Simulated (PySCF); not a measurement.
C$_{2}$F$_{3}$N, singlet, at a GFN2-xTB geometry, atoms displaced at random by about 0.05 Å a coordinate. Base run: HF/STO-3G in PySCF.

Here is a job for PySCF.
```python
from pyscf import gto, scf
from pyscf.geomopt import geometric_solver

mol = gto.Mole()
mol.atom = '''
    C     0.04561229   -0.05892265   -0.25931668
    C     0.01365013   -0.04577723    1.21642428
    F     0.03217390    1.24521049   -0.76995653
    F     1.13132632   -0.53586765   -0.81488243
    F    -1.03379902   -0.66226050   -0.77762291
    N    -0.01858366   -0.05119813    2.27516660
'''
mol.basis = 'sto-3g'
mol.verbose = 3
mol.build()

def method(m):
    mf = scf.RHF(m)
    return mf

conv, mol_eq = geometric_solver.kernel(method(mol), maxsteps=100)
print('optimisation converged:', conv)
print(mol_eq.tostring(format='xyz'))
mf = method(mol_eq)
mf.kernel()
```

Each row names what was changed in the base input (with any setting that the change needs).

| change | ΔE vs base (kcal/mol) | optimiser steps |
|---|---|---|
| base | 0.000 | 7 |
| trust = 0.02 | 0.000 | 7 |
| trust = 0.5 | 0.000 | 7 |
| coordsys = prim | 0.000 | 7 |
| convergence_set = NWCHEM_LOOSE | 0.000 | 7 |
| convergence_set = GAU_TIGHT | 0.000 | 9 |
| coordsys = cart | 0.000 | 16 |
